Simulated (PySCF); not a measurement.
# Telling isomers of C5H8O2 apart by NMR

How the numbers were obtained: geometry from GFN2-xTB, PBE0/pcSseg-1 with gauge-including orbitals, in PySCF (gas phase, no relativistic terms, one averaged value for each set of equivalent atoms, a single conformation).

References, each an isolated molecule treated in the same way: $^{1}$H (31.72 ppm), $^{13}$C (186.93 ppm) vs TMS. Where no couplings were computed, multiplicities follow the n + 1 count of equivalent neighbours, and m marks all less simple cases (inequivalent or close neighbours, rings, F or P nearby). Shifts are as computed. Against solution values, carbons near 30 ppm lie about +3 ppm off and those near 130 ppm about +5 ppm (rms about the fit 2.1 ppm; single classes can miss by 10 ppm). Of 1328 compounds with measured shifts, 309 miss one by over three times the rms of a fit or turn the order of signals round; such compounds aren't used in these exercises. Signals without a measured value on file couldn't be tested in this way; 1H shifts scatter by 0.2 ppm about their fit, and single ones miss by 0.5 ppm. OH and NH positions are gas-phase values without hydrogen bonding to other molecules.

(1) Tabulate the signals of `CO/C=C/C(C)=O`, `C=COC(=C)CO`, `CO/C=C\CC=O` and their relative energies.

(2) What is the quickest way to tell C=COC(=C)CO from CO/C=C\CC=O?

(3) What is the quickest way to tell CO/C=C/C(C)=O from C=COC(=C)CO?

(4) What is the quickest way to tell CO/C=C/C(C)=O from CO/C=C\CC=O?

Answers

(1) 
```json
{"SMILES": "CO/C=C/C(C)=O", "carbon types": "1×C 2×CH 2×CH3", "δC": "196.8, 169.7, 111.9, 56.5, 26.7", "δH": "7.53 (d, 1H), 5.24 (d, 1H), 3.80 (s, 3H), 2.15 (s, 3H)", "E rel. (kcal/mol)": "0.0"}
{"SMILES": "C=COC(=C)CO", "carbon types": "1×C 1×CH 3×CH2", "δC": "169.7, 154.6, 101.1, 89.7, 69.0", "δH": "6.74 (m, 1H), 5.06 (m, 1H), 4.73 (m, 1H), 4.43 (br s, 1H), 4.40 (s, 2H), 4.24 (br s, 1H), 1.27 (br s, 1H)", "E rel. (kcal/mol)": "23.6"}
{"SMILES": "CO/C=C\\CC=O", "carbon types": "3×CH 1×CH2 1×CH3", "δC": "203.1, 157.3, 102.4, 60.5, 44.5", "δH": "9.50 (t, 1H), 6.41 (d, 1H), 4.58 (m, 1H), 3.87 (s, 3H), 3.11 (m, 2H)", "E rel. (kcal/mol)": "12.8"}
```

Energies are electronic energies at PBE0/pcSseg-1 on these geometries, without zero-point or thermal terms, each for the one conformer computed, which needn't be the lowest.

(2) Both give the same number of carbon signals, but DEPT or the intensities differ. The first has an alkene carbon bearing oxygen (C) at 169.7 ppm, the second a methyl carbon bonded to O (CH3) at 60.5 ppm. Their most deshielded carbons lie at 169.7 and 203.1 ppm. In the proton spectra the most deshielded non-exchanging signals are 6.74 (m, 1H) and 9.50 (t, 1H).

(3) Both give the same number of carbon signals, but DEPT or the intensities differ. The first has a methyl carbon bonded to O (CH3) at 56.5 ppm, the second a β carbon of an enol-ether or enamine type C=C (CH2) at 101.1 ppm. Their most deshielded carbons lie at 196.8 and 169.7 ppm. In the proton spectra the most deshielded non-exchanging signals are 7.53 (d, 1H) and 6.74 (m, 1H).

(4) Both give the same number of carbon signals, but DEPT or the intensities differ. The first has a ketone carbonyl carbon (C) at 196.8 ppm, the second an sp3 CH2 α to a carbonyl at 44.5 ppm. Their most deshielded carbons lie at 196.8 and 203.1 ppm. In the proton spectra the most deshielded non-exchanging signals are 7.53 (d, 1H) and 9.50 (t, 1H).
